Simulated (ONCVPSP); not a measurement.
# Debugging a pseudopotential input (Ho (Z = 67), ONCVPSP 4.0.1)

Command:

```bash
oncvpsp.x < Ho.dat > Ho.out
```

Input:

```
# ATOM AND REFERENCE CONFIGURATION
# atsym  z   nc   nv     iexc    psfile
  Ho 67.00    9    3  -001012      upf
#
#   n    l    f
    1    0    2.00
    2    0    2.00
    2    1    6.00
    3    0    2.00
    3    1    6.00
    3    2   10.00
    4    0    2.00
    4    1    6.00
    4    2   10.00
    4    3   10.00
    5    0    2.00
    5    1    6.00
#
# PSEUDOPOTENTIAL AND OPTIMIZATION
# lmax
    2
#
#   l,   rc,      ep,       ncon, nbas, qcut
    0    1.45    0.00    4    8    4.80
    1    2.30    0.00    4    8    6.50
    2    2.35    0.03    5    8    4.70
    3    0.65    0.00    4    6   17.30
#
# LOCAL POTENTIAL
# lloc, lpopt,  rc(5),   dvloc0
    4    5    0.55    0.00
#
# VANDERBILT-KLEINMAN-BYLANDER PROJECTORs
# l, nproj, debl
    0    3    3.90
    1    2    4.00
    2    3    1.80
    3    1    2.70
#
# MODEL CORE CHARGE
# icmod, fcfact, rcfact
    0    0.00    0.00
#
# LOG DERIVATIVE ANALYSIS
# epsh1, epsh2, depsh
   -4.00    5.00    0.02
#
# OUTPUT GRID
# rlmax, drl
    6.00    0.01
#
# TEST CONFIGURATIONS
# ncnf
    4
# nvcnf
#   n    l    f
    4
    4    3   11.00
    5    0    2.00
    5    1    6.00
    6    0    2.00
#
    4
    4    3   11.00
    5    0    2.00
    5    1    6.00
    6    0    1.00
#
    3
    4    3   11.00
    5    0    2.00
    5    1    6.00
#
    4
    4    3   10.00
    5    0    2.00
    5    1    6.00
    6    0    2.00
#
```

Output:

```
ONCVPSP  (Optimized Norm-Conservinng Vanderbilt PSeudopotential)
scalar-relativistic version 4.0.1

Read ERROR, input data file line  27
Program will stop
```

Q: This input was made by a single change from one that runs to its end. What was changed?

A: The change: lmax lowered by one with the lists unchanged. The program refuses the input: "Read ERROR, input data file line 27".
